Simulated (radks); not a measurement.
Species: Tc III. Configuration: [Ar] 3d10 4s2 4p5 4d5 5d1 (not the ground configuration).

Calculated with a radial shooting solver on a logarithmic mesh with Libxc functionals: scalar-relativistic Kohn-Sham, B86b exchange with PBE correlation, spin-polarised, spherical densities, point nucleus; open shells are filled with parallel spins first (spin-orbit coupling, left out, can overturn this in heavy ions).

Energy parts (hartree):
| part | energy |
|---|---|
| total | -4283.48784 |
| kinetic | 4423.19817 |
| electron-nucleus | -10284.80341 |
| Hartree | 1706.36722 |
| exchange-correlation | -128.24981 |

Orbitals (lengths in bohr, moments of r in powers of bohr):
orbital  occ.  eigenvalue (hartree)     <r^2>
1s up       1             -768.0384  0.001586
1s down     1             -768.0321  0.001586
2s up       1             -110.4253   0.02637
2s down     1             -110.3929   0.02637
2p up       3             -98.93173   0.02076
2p down     3             -98.90405   0.02075
3s up       1             -20.04531    0.1975
3s down     1             -20.02335    0.1974
3p up       3             -16.27310    0.2016
3p down     3             -16.24816    0.2013
3d up       5             -10.17069    0.1910
3d down     5             -10.13575    0.1904
4s up       1              -3.69571     1.246
4s down     1              -3.50732     1.235
4p up       3              -2.65340     1.514
4p down     2              -2.45681     1.512
4d up       5              -1.16003     2.607
4d down     0              -0.96931     2.755
5d up       1              -0.34979     23.27

The highest occupied level is 5d up at -9.518 eV. The configuration is held as typed, so some empty levels lie below it. Spin moment in Bohr magnetons: 7. The density falls to 0.001 e/bohr^3 at r = 4.69 bohr.
